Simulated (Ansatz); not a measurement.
Program: Ansatz. Geometries: PBE0-D4/def2-TZVP. ΔE: electronic, gas phase. CCSD(T)/CBS is the MP2 limit (def2-TZVPP, def2-QZVPP) plus CCSD(T) − MP2 in def2-TZVPP, frozen cores. This one scheme is used for every species. Functionals use def2-TZVPP. Each species was taken in one conformer, which may not be the lowest.

Consider the ligand exchange at the Si–O bond: `C[SiH2][SiH](O)F` + H–F → `C[SiH2][SiH](F)F` + H₂O.

`C[SiH2][SiH](O)F`:

Cartesian coordinates in Å:
```
C -1.689 0.841 0.327
Si -0.185 0.765 -0.790
Si 1.213 -1.009 -0.179
O 1.509 -0.839 1.425
F 0.455 -2.402 -0.441
H -2.275 -0.076 0.245
H -2.330 1.684 0.059
H -1.383 0.957 1.369
H 0.608 2.024 -0.704
H -0.585 0.582 -2.214
H 2.493 -1.127 -0.931
H 2.169 -1.401 1.834
```

H–F:

Cartesian coordinates in Å:
```
F 0.020 0.213 -0.407
H -0.020 -0.213 0.407
```

`C[SiH2][SiH](F)F`:

Cartesian coordinates in Å:
```
C 1.401 0.803 -0.625
Si -0.239 -0.069 -0.865
Si -1.150 -0.707 1.197
F -0.120 -1.659 1.960
F -1.337 0.585 2.118
H 2.115 0.147 -0.123
H 1.824 1.099 -1.587
H 1.274 1.699 -0.015
H -0.084 -1.299 -1.690
H -1.229 0.814 -1.542
H -2.455 -1.413 1.171
```

H₂O:

Cartesian coordinates in Å:
```
O -0.164 -0.089 -0.342
H 0.771 0.011 -0.151
H -0.607 0.078 0.493
```

(1) Is it downhill or uphill in electronic energy at CCSD(T)/CBS, and by how much? (Best estimate.)

(2) What do these levels give: revPBE-D4, B97M-V, r2SCAN0, LC-ωPBE, RPA@PBE/def2-TZVPP, CCSD/def2-SVP? (Best estimate.)

Largest T1 diagnostic among the species: 0.012.

Answers

(1) Computed: Downhill: ΔE = -39.3 kJ/mol.

(2) Computed: revPBE-D4 -36.8, B97M-V -43.5, r2SCAN0 -40.4, LC-ωPBE -39.9, RPA@PBE/def2-TZVPP -39.3, CCSD/def2-SVP -37.5 kJ/mol.

The D4 term adds +3.3 kJ/mol with B3LYP and +1.8 kJ/mol with PBE0; it sums over pairs of atoms, weighted by their polarisabilities, and B3LYP, whose exchange is more repulsive, gets the larger term. In def2-TZVPP, CCSD(T) changes the Hartree–Fock value by +7.3 kJ/mol (the triples alone add +1.1 kJ/mol) and MP2 by +9.1 kJ/mol.

B3LYP here is the variant with VWN-RPA as its local correlation; programs differ in this.
